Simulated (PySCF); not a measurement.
Compound: C6H9F.
Geometry (PBE0-D3(BJ)/def2-SVP, Å), atoms numbered from 1 in this order:
```
atom  x, y, z in Å
C1    -1.7197    1.5408   -0.7074
C2    -1.0764    0.5407   -0.0792
C3    -1.7832   -0.3836    0.8676
C4     0.3514    0.3364   -0.3220
C5     1.1118   -0.6175    0.2339
C6     2.5644   -0.7887   -0.0457
F7     3.0326    0.1453   -0.9288
H8    -1.1950    2.2069   -1.3977
H9    -2.7862    1.7213   -0.5500
H10   -2.8425   -0.1140    0.9737
H11   -1.7280   -1.4270    0.5159
H12   -1.3204   -0.3574    1.8676
H13    0.8313    1.0292   -1.0205
H14    0.6875   -1.3394    0.9405
H15    2.7580   -1.7952   -0.4636
H16    3.1483   -0.7113    0.8914
```

All values: PBE0/pcSseg-1 and wB97X-D/def2-SVPD (PySCF, non-relativistic), on one gas-phase PBE0-D3(BJ)/def2-SVP geometry that isn't relaxed in the solvent. The solvent is an IEF-PCM continuum (van der Waals radii × 1.2). Only the electrostatic response of the medium enters.

Gas phase at PBE0/pcSseg-1: HOMO -6.59 eV, LUMO -0.75 eV, dipole 1.95 D.

What does the continuum do to the energy, the frontier levels and the dipole at PBE0/pcSseg-1 in chloroform and methanol?

| solvent | ε | E(solvent) − E(gas) (kJ/mol) | polarisation term (kJ/mol) | distortion of the solute (kJ/mol) | HOMO (eV) | LUMO (eV) | dipole (D) |
| --- | --- | --- | --- | --- | --- | --- | --- |
| chloroform | 4.711 | -12.19 | -13.48 | 1.29 | -6.56 | -0.71 | 2.40 |
| methanol | 32.61 | -17.11 | -19.79 | 2.68 | -6.57 | -0.72 | 2.61 |

Polarisation term: ½ Σ q·V over the induced surface charges. Distortion: the rise of the solute's own energy as its density leaves the gas-phase optimum. From chloroform to methanol the lowering changes by a factor 1.40, Onsager's factor (ε − 1)/(2ε + 1) by 1.34 and ε itself by 6.9.

Which radius a makes the point-dipole formula ΔE = −[(ε − 1)/(2ε + 1)]·μ²/a³ give the value in methanol, with the gas-phase dipole?

μ = 0.768 au and |ΔE| = 0.00652 Eh give a = 1.86 Å; the farthest nucleus lies 3.33 Å from the centroid of the nuclei, so such a sphere wouldn't even hold the nuclei. The formula assumes a rigid point dipole at the centre of a sphere.

Give the dipole vector in the frame of the coordinates (D, pointing from negative to positive charge), gas and methanol.

Gas (-0.60, -1.37, 1.26), solvent (-0.51, -1.93, 1.69). Its length changes by +34 % and its direction by 7°.

Which IAO charges (PBE0/pcSseg-1) respond most in chloroform (means over atoms taken as equivalent)?

```
  atoms           environment  gas (e)  solvent (e)  change
     C4      alkene CH carbon   -0.150       -0.164  -0.014
     C1  terminal =CH2 carbon   -0.318       -0.331  -0.013
     F7        alkyl fluorine   -0.319       -0.330  -0.011
    H14      vinylic hydrogen   +0.142       +0.153  +0.011
H15/H16    methylene hydrogen   +0.144       +0.154  +0.010
     C6        sp3 C–F carbon   +0.048       +0.043  -0.005
```

Gas phase at wB97X-D/def2-SVPD: HOMO -8.37 eV, LUMO 0.92 eV, dipole 1.97 D.

What does the continuum do to the energy, the frontier levels and the dipole at wB97X-D/def2-SVPD in chloroform?

```tsv
solvent	ε	E(solvent) − E(gas) (kJ/mol)	polarisation term (kJ/mol)	distortion of the solute (kJ/mol)	HOMO (eV)	LUMO (eV)	dipole (D)
chloroform	4.711	-12.12	-13.58	1.46	-8.33	0.98	2.46
```

How does the static polarisability (wB97X-D/def2-SVPD, frozen core, with the continuum's full static response) change?

| medium | isotropic (au) | principal values (au) | ⟨r²⟩ of the electrons (bohr²) |
| --- | --- | --- | --- |
| gas | 80.5 | 54.0, 72.6, 114.8 | 1064.8 |
| chloroform | 100.9 | 67.4, 88.2, 147.2 | 1064.1 |

The isotropic value in chloroform is 1.25 times the gas-phase one; no cavity-field correction is applied. ⟨r²⟩ is taken about the centre of nuclear charge.

wB97X-D is run here without its empirical dispersion term; that term would change no orbital, density or response property at a fixed geometry.
